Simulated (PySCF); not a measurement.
# W (tungsten, neutral) across methods

[Xe] 4f14 5d5 6s1, high-spin 7S determinant (an excited configuration). Computed with PySCF 2.14 in def2-QZVPPD with the def2 core potential (60 electrons), with a scalar-relativistic core potential.

```
   method  E (hartree)  mean ε 5p β (eV)  mean ε 6s α (eV)  mean ε 5d α (eV)  Σ⟨r²⟩ (bohr²)    ⟨S²⟩
     MN15     -66.8444           -40.740            -6.994            -5.701          53.06  12.002
      PBE     -66.9728           -38.029            -5.645            -4.068          53.72  12.001
    M06-L     -66.9497           -38.449            -5.423            -3.940          53.37  12.001
     PBE0     -66.9364           -40.067            -6.297            -5.243          53.27  12.001
BHandHLYP     -66.8105           -42.135            -6.632            -6.112          53.28  12.001
      UHF    -66.36109           -45.231            -7.859            -8.368          53.34  12.006
      LDA     -66.7928           -38.094            -5.860            -4.190          54.05  12.000
   r2SCAN     -66.9883           -38.579            -6.006            -4.318          53.02  12.002
   PBEsol     -66.8583           -37.955            -5.715            -4.083          53.69  12.001
```

Energies and moments cover only the electrons outside the core potential. Spin-orbit coupling, which splits the p, d and f shells strongly at this Z, is absent.
